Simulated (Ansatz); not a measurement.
Job for Ansatz (a first-principles code): R-wB97X-V/def2-TZVPP on BiF2HTe (SMILES [F][Bi]([F])[TeH]), a point of a torsion scan. Elements past Kr take the def2 small-core potentials; no spin–orbit coupling.

Ansatz 0.2 input:
```yaml
crystal:
  periodic: [false, false, false]
  atoms:
    - {symbol: F, position_ang: [-1.22037928, 1.63313706, 0.39223319]}
    - {symbol: Bi, position_ang: [-0.72910006, 0.02226056, -0.79811183]}
    - {symbol: F, position_ang: [-1.70279417, -1.39317381, 0.36371952]}
    - {symbol: Te, position_ang: [1.58009214, -0.27827200, 0.62014506]}
    - {symbol: H, position_ang: [1.22301278, 0.98951954, 1.58197762]}
basis:
  gaussian:
    orbitals: def2-TZVPP
hamiltonian:
  xc: {name: wB97X-V}
scf: {lower_state_search: off}
```

The head of its log:

```
WARN ansatz: RAYON_NUM_THREADS=1 ignored (pool sized by the plan → 1); use --threads N
Functional definition: wB97X-V
these checks for a lower state are left out or cut short: stability, starts, cluster_reference, orbital_swaps, neighbouring_geometries, increment
integrals: 0.13 GiB planned
1176 factors; their error is unknown
integrals: 0.16 GiB planned
249 factors; integrals over basis functions are off by at most 3.7e-5 eV
mean field: 1.09 GiB planned
mean field evaluation 1: about -18580.0161 eV, gradient 5.5e1 eV
mean field evaluation 2: about -18573.8982 eV, gradient 9.0e1 eV
```

Question: Give the final energy of this run.

Answer: -683.0021 hartree.
